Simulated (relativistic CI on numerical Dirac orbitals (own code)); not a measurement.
# Rb6+: from the plainest model towards the measured levels

Calculated with a relativistic CI code on KLI orbitals (one set per configuration, finite nucleus), adding one ingredient at a time: step 1, Dirac-Coulomb, each configuration alone; step 2, with Breit and QED terms; step 3, with configuration mixing; step 4, with scaled Slater integrals (0.9); step 5, with a P86 correlation estimate; step 6, tied to the ionisation limit. P86 is a density functional for the correlation energy, evaluated here for each configuration and added to its levels. Step 6 is semi-empirical: configurations made of the next ion and one excited electron move by -11454 cm⁻¹, so that their limit matches the tabulated ionisation energy, and those with a non-penetrating f or g electron also take the P86 value of the least penetrating other one.

CI space (outside the closed core [Ar] 3d10): 4s²4p, 4s4p², 4s²4d, 4p³, 4s²5s, 4s²4f, 4s4p4d, 4s4p4f, 4s²5p, 4p²4d, 4s²5d, 4s4d², 4s4p5s, 4s²6s, 4p4d², 4d³, 4d²5s, 4d²4f, 4p4f², 4d4f², 4f²5s, 4f³.

Computed minus measured energy above the ground level, in cm⁻¹, for 10 of the 16 excited levels that pair in every step (one J of a term; a digit in brackets numbers repeated terms):

```tsv
Configuration	Term	J	Measured	Step 1	Step 2	Step 3	Step 4	Step 5	Step 6
4s²4p	2P°	3/2	10467	208	27	-303	-247	-245	-245
4s4p²	4P	1/2	122251	-14522	-14790	-5018	-2662	-2194	-2194
4s4p²	2D	3/2	160699	3697	3312	-1858	-1784	-1205	-2154
4s4p²	2S	1/2	190700	-200	-553	3982	-526	-39	-41
4s4p²	2P	1/2	202859	6981	6603	5535	500	997	997
4s²4d	2D	3/2	255864	-5051	-5460	2526	1041	2641	-7532
4p³	4S°	3/2	314767	-9407	-10054	-1845	-391	550	550
4p³	2D°	5/2	315011	17961	17268	-4090	-1323	-223	-223
4p³	2P°	1/2	342493	8008	7329	378	-663	349	345
4s²5s	2S	1/2	342784	-1171	-1398	9869	7855	11692	252
```

Mean absolute errors in cm⁻¹, over all paired levels and for the configurations:

```
Configuration, levels  Step 1  Step 2  Step 3  Step 4  Step 5  Step 6
              all, 16    7661    7610    3530    1707    1893    1919
             4s²4p, 1     208      27     303     247     245     245
             4s4p², 8    8308    8280    4360    1743    1487    1721
             4s²4d, 2    5013    5452    2467     996    2597    7593
               4p³, 4   11179   10798    1622     817     316     314
             4s²5s, 1    1171    1398    9869    7855   11692     252
```

Measured levels: Sansonetti, J. Phys. Chem. Ref. Data 35, 301 (2006).

What does each ingredient do to the ground and the excited configurations, and where is the model closest to experiment?

The Breit and QED terms change the top of the ground term (measured 10467) from 10675 to 10494. Mixing lowers the ground level by 12222, with 4p³ as its largest admixture; relative to it the configurations that move most are 4s²5s by +11267, 4s²4d by +7920, 4p³ by -7204. Configurations whose own partners of that kind are not in the list rise by much of that lowering, so a short list can trade one imbalance for another. The P86 estimate moves 4s²5s by +3837, 4s²4d by +1601, 4p³ by +1021, and takes the mean absolute error of the excited configurations from 1804 to 2003. Step 6 takes that error from 2003 to 2031; the error more than halves for 4s²5s; it grows for 4s²4d. The shift fits the limit, so it does little for low levels whose errors differ from those near the limit. The mean absolute error is lowest at step 4 (1707 cm⁻¹), and the largest single drop is from step 2 to 3 (7610 to 3530).
